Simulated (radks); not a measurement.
Xe3.25+, 50.75 electrons, occupied as [Kr] 4d10 5p(up 1.5, down 1.5) 5s(up 1, down 0.75) (fractional occupations, a model configuration). All-electron calculation, scalar-relativistic Kohn-Sham, PBE, spin-polarised, spherical densities, point nucleus. Program: a radial shooting solver on a logarithmic mesh with Libxc functionals. Some entries of the table are withheld. Estimate them.

orbital  occ.  eigenvalue (eV)  <r^2> (bohr^2)
1s up       1        -34411.58       0.0009637
1s down     1        -34411.56       0.0009637
2s up       1        -5387.357         0.01549
2s down     1        -5387.347         0.01549
2p up       3        -4837.773         0.01228
2p down     3        -4837.762         0.01228
3s up       1        -1131.845          0.1073
3s down     1        -1131.829          0.1073
3p up       3        -954.3647          0.1074
3p down     3        -954.3480          0.1074
3d up       5        -691.2633         0.09326
3d down     5        -691.2478         0.09325
4s up       1        -234.7245          0.5791
4s down     1        -234.6896          0.5790
4p up       3        -178.4855          0.6642
4p down     3        -178.4459          0.6639
4d up       5         -96.4289             (1)
4d down     5         -96.3646             (2)
5s up       1         -53.3709           3.368
5s down  0.75         -53.1172           3.373
5p up     1.5              (3)           4.430
5p down   1.5              (4)           4.447

Answer. 
(1) 4d up <r^2> (bohr^2): 0.8851
(2) 4d down <r^2> (bohr^2): 0.8838
(3) 5p up eigenvalue (eV): -39.8786
(4) 5p down eigenvalue (eV): -39.6449
